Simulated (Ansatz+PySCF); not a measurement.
Values are calculated unless marked as measured or tabulated.
Several solutions for quartet CrN

```xyz
2

Cr    0.0000    0.0000    0.0000
N     0.0000    0.0000    1.5630
```

Basis set: def2-SVP (spherical functions). Charge 0, multiplicity 4.

UHF was run from several starts with Ansatz (development build ahead of 0.2.0) and PySCF 2.14.0.

```json
{"run": "A", "program": "PySCF", "start": "guess minao, instabilities followed", "converged": "yes", "energy (hartree)": "-1097.47540", "<S²>": "5.47"}
{"run": "B", "program": "PySCF", "start": "program defaults", "converged": "yes", "energy (hartree)": "-1097.33112", "<S²>": "4.11"}
{"run": "C", "program": "Ansatz", "start": "stability test followed", "converged": "yes", "energy (hartree)": "-1097.47540", "<S²>": "5.47"}
{"run": "D", "program": "Ansatz", "start": "atomic start, no search", "converged": "yes", "energy (hartree)": "-1097.47540", "<S²>": "5.47"}
{"run": "E", "program": "PySCF", "start": "guess atom, instabilities followed", "converged": "yes", "energy (hartree)": "-1097.47540", "<S²>": "5.47"}
{"run": "F", "program": "PySCF", "start": "guess huckel, instabilities followed", "converged": "yes", "energy (hartree)": "-1097.47540", "<S²>": "5.47"}
{"run": "G", "program": "Ansatz", "start": "search for the lowest state", "converged": "yes", "energy (hartree)": "-1097.47540", "<S²>": "5.47"}
```

(1) Which runs reached the lowest solution of this kind, and what is wrong with the others?

## Answers

(1) A, C, D, E, F, G reached the lowest solution found. Converged but too high: B by 3.93 eV. Convergence only shows a stationary point, and even a stable one can lie too high; stability tests and further starts are what find lower ones. Caution: another spin multiplicity may lie lower. Caution: the unrestricted determinant is a mixture of spin states.
